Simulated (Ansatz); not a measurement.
Stepwise reaction of `O[SiH](S)[SiH2][SiH3]` with hydrogen, as a gas-phase model of exchange steps in deposition or etching. ΔE in kJ/mol; ΔG adds harmonic PBE0-D4 terms to CCSD(T)/CBS, at 1 bar.

Isolated molecules relaxed with PBE0-D4/def2-TZVP in Ansatz; ΔE leaves out vibrations. CCSD(T)/CBS adds triple-zeta CCSD(T) − MP2 to the extrapolated MP2 energy (def2 sets, frozen cores). This one scheme is used for every species. Functionals use def2-TZVPP. B3LYP here is the variant with VWN-RPA as its local correlation; programs differ in this. Each species was taken in one conformer, which may not be the lowest.

```json
{"step": "1", "reaction": "`O[SiH](S)[SiH2][SiH3]` + H₂ → `O[SiH]([SiH3])S` + SiH₄", "PBE-D4": "3.0", "B3LYP-D4": "-12.2", "ωB97M-V": "-16.1", "CCSD(T)/CBS": "-11.0", "ΔG(600 K)": "-7.7"}
{"step": "2", "reaction": "`O[SiH]([SiH3])S` + H₂ → `O[SiH2]S` + SiH₄", "PBE-D4": "-11.7", "B3LYP-D4": "-26.0", "ωB97M-V": "-31.8", "CCSD(T)/CBS": "-26.7", "ΔG(600 K)": "-21.0"}
```

Task: By hand: ΔE of the 2 steps together at CCSD(T)/CBS.

Result: (-11.0) + (-26.7) = -37.7 kJ/mol, or -18.9 kJ/mol a step.

In ΔE each step is lower than the one before. All are downhill at CCSD(T)/CBS. ΔG lies between -21.0 and -7.7 kJ/mol a step. PBE-D4 differs from CCSD(T)/CBS by 14.0 to 15.0 kJ/mol a step. Isolated molecules leave out the surface, adducts and barriers. Largest T1 diagnostic: 0.013.
